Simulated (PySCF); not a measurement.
Species: C6H6F3P.
SMILES with atom numbers: `[CH3:1][C:2]1=[C:3]([CH3:4])[P:5]1[C:6]([F:7])=[C:8]([F:9])[F:10]` (hydrogens: H11, H12, H13 on C1; H14, H15, H16 on C4)

The calculation used PySCF, PBE0-D3(BJ)/def2-SVP geometry optimisation, gas phase.

Problem. What internal coordinates does the optimisation give?

Solution. 
```tsv
bond	length (Å)
C1–C2, C3–C4	1.474
C2=C3	1.309
P5–C6	1.852
C6–F7	1.342
C6=C8	1.337
C8–F9	1.311
C8–F10	1.308
C2–P5, C3–P5	1.830
C1–H11 and 5 like bonds	1.101
```

Bonds in one row agree within 0.01 Å and their mean is given. A selection of angles:
```tsv
angle	degrees
C1–C2–C3	146.8
C1–C2–P5	144.2
C3–C2–P5	69.0
C3–P5–C6	100.4
C2–P5–C3	41.9
P5–C6–F7	118.7
P5–C6–C8	123.8
F7–C6–C8	117.5
C6–C8–F9	123.2
C6–C8–F10	125.1
F9–C8–F10	111.6
```

Torsions: C1–C2–C3–C4 0° (synperiplanar); C2–C3–P5–C6 94° (anticlinal); C3–P5–C6–F7 -20° (synperiplanar); P5–C6–C8–F9 -1° (synperiplanar); C1–C2–P5–C3 178° (antiperiplanar).

The C–P distances run from 1.830 Å (C3–P5, drawn single) to 1.852 Å (P5–C6, drawn single), a spread of 0.022 Å. The 4 C–C bonds span 1.309 Å (C2=C3, drawn double) to 1.474 Å (C3–C4, drawn single), a spread of 0.165 Å. The 3-membered ring C2–C3–P5 has internal angles of 41.9° to 69.1°. The C–F distances run from 1.308 Å (C8–F10, drawn single) to 1.342 Å (C6–F7, drawn single), a spread of 0.034 Å. P5 (phosphine phosphorus) is pyramidal (angles 100.4°, 100.4° and 41.9°, sum 242.7°, 1.13 Å off the plane of its three neighbours).

Stationary, but not proved a minimum. One conformer, not necessarily the lowest.
